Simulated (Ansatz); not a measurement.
A run for Ansatz (a program for electronic structure): R-HF/def2-TZVPP on H2MgS (SMILES [MgH][SH]), atoms moved off the minimum.

Ansatz 0.2 input:
```yaml
crystal:
  periodic: [false, false, false]
  atoms:
    - {symbol: Mg, position_ang: [-0.69200414, -0.66832003, -0.82324625]}
    - {symbol: H, position_ang: [-1.63097217, -1.28339301, -1.98006416]}
    - {symbol: S, position_ang: [0.56333079, 0.71528849, 0.78025821]}
    - {symbol: H, position_ang: [0.73965000, -0.61192194, 1.36793164]}
basis:
  gaussian:
    orbitals: def2-TZVPP
hamiltonian:
  xc: {name: HF}
scf: {lower_state_search: off}
output: {forces: true}
```

Output:

```
WARN ansatz: RAYON_NUM_THREADS=1 ignored (pool sized by the plan → 1); use --threads N
Functional definition: HF
these checks for a lower state are left out or cut short: stability, starts, cluster_reference, orbital_swaps, neighbouring_geometries, increment
integrals: 0.03 GiB planned
823 factors; their error is unknown
mean field: 0.18 GiB planned
mean field evaluation 1: about -16279.9768 eV, gradient 1.6e1 eV
mean field evaluation 2: about -16281.0348 eV, gradient 8.2e0 eV
mean field evaluation 4: about -16281.2372 eV, gradient 4.4e-1 eV
mean field evaluation 8: about -16281.3920 eV, gradient 1.5e-1 eV
mean field -16281.39207639 eV, -598.3301228833 hartree, gradient 2.0e-6 eV, S^2 0.000000; 0 other end points of the search recorded, 0 dependent functions left out
the calculation of the forces begins
reference -16281.39207639 eV, -598.3301228833 hartree; 15, 15 occupied and 87, 87 virtual orbitals, 823 factors
Total energy: -16281.39207639 eV, -598.3301228833 hartree
Atom 0 at    -0.692004    -0.668320    -0.823246 Å, force     1.043368     1.410661     1.276040 eV/Å
Atom 1 at    -1.630972    -1.283393    -1.980064 Å, force    -0.501451    -0.495173    -0.624503 eV/Å
Atom 2 at     0.563331     0.715288     0.780258 Å, force    -0.407422    -3.305611     0.122118 eV/Å
Atom 3 at     0.739650    -0.611922     1.367932 Å, force    -0.134495     2.390122    -0.773654 eV/Å
Dipole moment:    -0.130740    -0.469015    -0.162769 e Å
Checks for a lower state left out: stability, starts, cluster_reference, orbital_swaps, neighbouring_geometries, increment
```

Self-consistency was reached.

Cost: roughly 0.6 core-seconds.
